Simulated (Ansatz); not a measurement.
F2H3SSi2 (`F[SiH]S[SiH2]F`) radical, relaxed with UKS PBE0-D4/def2-TZVP in Ansatz from a PBE-D4/def2-SVP geometry. The force threshold is 0.005 eV/Å; the program also tests the step.

Charge 0, multiplicity 2.

Start:

```xyz
8

F     1.004    2.130    0.728
Si   -0.238    1.225    1.317
S    -1.319    0.259   -0.288
Si    0.203   -1.161   -0.853
F     0.034   -2.554   -0.010
H    -1.229    2.168    1.960
H    -0.013   -1.464   -2.301
H     1.559   -0.604   -0.553
```

Q: By how much does the energy fall, and how many steps does the optimiser take? (Best estimate.)

A: The calculation gave: 8.60 kJ/mol, in 11 steps, 1 of them rejected.

Q: Which bonds change most? (An estimate is asked.)

A: Ansatz gave: F1–Si2 from 1.646 to 1.602 Å; Si4–F5 from 1.637 to 1.595 Å; Si2–S3 from 2.163 to 2.128 Å; S3–Si4 from 2.157 to 2.127 Å.

Q: Give the relaxed structure. (Estimate.)

A: Ansatz gave: 
```xyz
8

F     0.909    2.251    0.721
Si   -0.196    1.216    1.245
S    -1.251    0.333   -0.379
Si    0.197   -1.154   -0.846
F    -0.040   -2.461    0.037
H    -1.182    1.997    2.041
H     0.002   -1.521   -2.264
H     1.561   -0.661   -0.555
```
